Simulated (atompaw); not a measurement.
# lead (Pb): one change to a PAW (atompaw) potential, before and after

```
Element                 : Pb (Z = 82)
Generator               : atompaw 4.2.0.5
Type                    : PAW
Functional              : LDA (PW92)
Relativity              : scalar-relativistic
Frozen core             : [Xe] 4f14
Valence charge          : 14
Reference configuration : 5d10 6s2 6p2
Partial waves           : 6s (bound): rc 1.95 bohr; 6s channel at 0.25 Ry: rc 1.95 bohr; 6p (bound): rc 2.65 bohr; 6p channel at 3.6 Ry: rc 2.65 bohr; 5d (bound): rc 2.05 bohr; 5d channel at 2.7 Ry: rc 2.65 bohr
Local potential         : vpsmatchnc scheme with l = 3 at -0.5 Ry, radius 2.20 bohr
Core correction         : smooth core density matched at 2.65 bohr
Augmentation charge     : besselshape compensation charge, radius 2.60 bohr; PAW radius 2.65 bohr; waves and projectors: custom rrkj gramschmidtortho
```

All-electron outer shells of the reference configuration (LDA (PW92), scalar-relativistic, ld1.x):

| shell | level (eV) | outermost node (bohr) | outermost maximum (bohr) |
| --- | --- | --- | --- |
| 4f | -133.25 | – | 0.35 |
| 5p | -85.96 | 0.49 | 0.88 |
| 5d | -21.29 | 0.52 | 1.07 |
| 6s | -12.32 | 1.01 | 1.95 |
| 6p | -3.70 | 1.18 | 2.63 |

Change: all radii scaled by about 0.74 (s 1.44, p 1.96, d 1.52 bohr); local potential vpsmatchnc scheme with l = 3 at -0.5 Ry, radius 1.64 bohr; augmentation besselshape compensation charge, radius 1.92 bohr; PAW radius 1.96 bohr; waves and projectors: custom rrkj gramschmidtortho; core correction smooth core density matched at 1.96 bohr.

Cutoffs: the cutoffs (Ry, on a coarse ladder) from which the occupation-weighted sum of valence levels, in a spherical-Bessel basis at the reference potential, stays within 10 and 1 mRy of its value at 400 Ry; they do not see the model core or the augmentation charge, which bear on the density cutoff.

What does the change do?

The potential gets harder (30 Ry and 45 Ry → 55 Ry and 90 Ry); the bound ghosts move from s to p, s. A smaller radius makes the pseudo-wave follow the all-electron one further in, where it bends more sharply, so more plane waves are needed.

| quantity | base | changed |
| --- | --- | --- |
| cutoff, loose | 30 Ry | 55 Ry |
| cutoff, tight | 45 Ry | 90 Ry |
| loose cutoff by channel (10 mRy a level) | s 6 Ry, p 6 Ry, d 21 Ry | s 40 Ry, p 15 Ry, d 40 Ry |
| bound ghosts | s | s, p |
| lowest overlap eigenvalue by channel | s 0.40, p 0.59, d 0.55 | s 0.01, p 0.62, d 0.56 |

 A true bound ghost makes a file unfit for plane-wave use even where its test errors are small: the radial tests pick states by their node count and pass the ghost by. The cutoffs see the waves, projectors and local potential, not the compensation charge or the core.
